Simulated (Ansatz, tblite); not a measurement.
Forces on PtSe2 at its PBE0-D4/def2-TZVP geometry. Charge 0, multiplicity 1.

In the def2 sets Pt takes a core potential; there is no spin–orbit coupling. The xTB rows come from tblite. The geometry of the singlet was relaxed on an unsound state (restricted singlet, unstable towards broken spin symmetry). The structure comes from a short search, and lower isomers may exist.

GFN1-xTB (tblite), largest force 1.63 eV/Å:

```xyz
3
positions Å, forces eV/Å
Pt    0.001    0.000   -0.006   -0.002    0.001    0.017
Se   -2.150   -0.285   -0.274    1.601    0.212    0.197
Se    2.149    0.286    0.279   -1.599   -0.213   -0.214
```

GFN2-xTB (tblite), largest force 0.75 eV/Å:

```
Pt -0.001 0.000 0.009
Se 0.739 0.098 0.090
Se -0.738 -0.098 -0.100
```

r2SCAN-D4/def2-TZVP (Ansatz), largest force 0.41 eV/Å:

```
Pt 0.000 0.000 -0.001
Se -0.405 -0.054 -0.051
Se 0.405 0.054 0.053
```
